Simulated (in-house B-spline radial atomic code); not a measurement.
## Ionising Os⁴²⁺ with different functionals

Computed with a radial B-spline atomic code at the basis-set limit: scalar-relativistic (spin-free X2C) Hamiltonian, Fermi nucleus of rms radius 5.4126 fm, spin-polarised at highest spin, spherical fractional occupations for the functionals. The ionisation energy is the difference of two self-consistent energies, [Ar] 3d10 4s2 4p4 → [Ar] 3d10 4s2 4p3, without Breit or QED terms; ε is the level of the shell that loses the electron (its least bound occupied spin orbital). There is no spin-orbit coupling in this Hamiltonian.

Hybrids are left out here: with spherical fractional occupations of an open shell their exact exchange keeps a self-interaction that integer-occupation calculations don't have.

```json
{"method": "LDA exchange-only", "rung": "LDA", "ΔSCF (eV)": "2139.9", "-ε(4p) (eV)": "2112.6"}
{"method": "LDA VWN5", "rung": "LDA", "ΔSCF (eV)": "2143.3", "-ε(4p) (eV)": "2115.8"}
{"method": "BLYP", "rung": "GGA", "ΔSCF (eV)": "2142.3", "-ε(4p) (eV)": "2115.0"}
{"method": "revTPSS", "rung": "meta-GGA", "ΔSCF (eV)": "2140.8", "-ε(4p) (eV)": "2114.4"}
```

Problem. How do they compare with the NIST value?

Solution. NIST lists 2112 eV ± 4 (tabulated theory, ground level to ground level). Errors run from +27.9 to +31.3 eV. The correlated functionals all miss on the same side by more than they spread, so the cause is common to them (spin-orbit coupling, Breit-QED terms, multiplet and fine-structure energies, or a listed next ion that isn't the cheapest removal here) and closeness doesn't rank the functionals.
